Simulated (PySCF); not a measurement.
Excitation energy of Fe by level of theory

Fe [Ar] 3d6 4s2 (5D) → Fe [Ar] 3d7 4s1 (5F), as a difference of total energies. Computed with PySCF 2.14 in aug-cc-pVDZ-DK (7s6p4d2f, 59 functions), with scalar relativity by spin-free X2C-1e. Correlated levels: valence: [Ar] frozen. The calculations carry no spin-orbit coupling.

```json
{"method": "UHF", "excitation energy (eV)": "2.099", "error (eV)": "+1.224"}
{"method": "LDA", "excitation energy (eV)": "0.266", "error (eV)": "-0.609"}
{"method": "PBE", "excitation energy (eV)": "0.165", "error (eV)": "-0.710"}
{"method": "PBE0", "excitation energy (eV)": "0.597", "error (eV)": "-0.278"}
{"method": "M06", "excitation energy (eV)": "1.532", "error (eV)": "+0.657"}
{"method": "r2SCANh", "excitation energy (eV)": "0.516", "error (eV)": "-0.359"}
{"method": "BHandHLYP", "excitation energy (eV)": "1.180", "error (eV)": "+0.305"}
{"method": "HSE06", "excitation energy (eV)": "0.582", "error (eV)": "-0.293"}
{"method": "MP2 (valence)", "excitation energy (eV)": "0.899", "error (eV)": "+0.024"}
{"method": "SCS-MP2 (valence)", "excitation energy (eV)": "1.050", "error (eV)": "+0.175"}
```

Reference: 0.875 eV (measured; NIST levels, between the centres of gravity of the two terms).

Errors of the correlated levels include the incompleteness of this basis and the frozen core.
